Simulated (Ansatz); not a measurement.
Two isomers of CH5NOSi: A = `O=CN[SiH3]`, B = `O[SiH]1CN1`.

Program: Ansatz. Geometries: PBE0-D4/def2-TZVP. ΔE: electronic, gas phase. CCSD(T)/CBS adds triple-zeta CCSD(T) − MP2 to the extrapolated MP2 energy (def2 sets, frozen cores). Functionals use def2-TZVPP. One conformer a species, not always the lowest.

(1) Which isomer does CCSD(T)/CBS put lower? Give the gap. (Best estimate.)

(2) Give E(B) − E(A) in kJ/mol with ωB97M-V, MP2/def2-TZVPP, LDA (SPW92), PBE0-D4, CCSD(T)/def2-SVP, CCSD/def2-TZVPP, B2PLYP. (Estimate.)

(3) Does the order hold for the free energy at 298.15 K (harmonic terms from PBE0-D4)? (Estimate.)

Largest T1 diagnostic: 0.015.

Answers

(1) Ansatz gave: A, by 4.1 kJ/mol.

(2) Ansatz gave: ωB97M-V 8.5, MP2/def2-TZVPP 3.5, LDA (SPW92) 3.7, PBE0-D4 10.5, CCSD(T)/def2-SVP 70.6, CCSD/def2-TZVPP 12.4, B2PLYP 19.9. None reverses the order clearly.

(3) The calculation gave: Yes: G(B) − G(A) = +16.0 kJ/mol, for one conformer each.

In def2-TZVPP, CCSD(T) changes the Hartree–Fock value by −29.3 kJ/mol (the triples alone add +1.0 kJ/mol) and MP2 by −39.2 kJ/mol. From BLYP to BHLYP (50 % exact exchange), in def2-TZVPP and without D4, E(B) − E(A) moves by −12.8 kJ/mol.
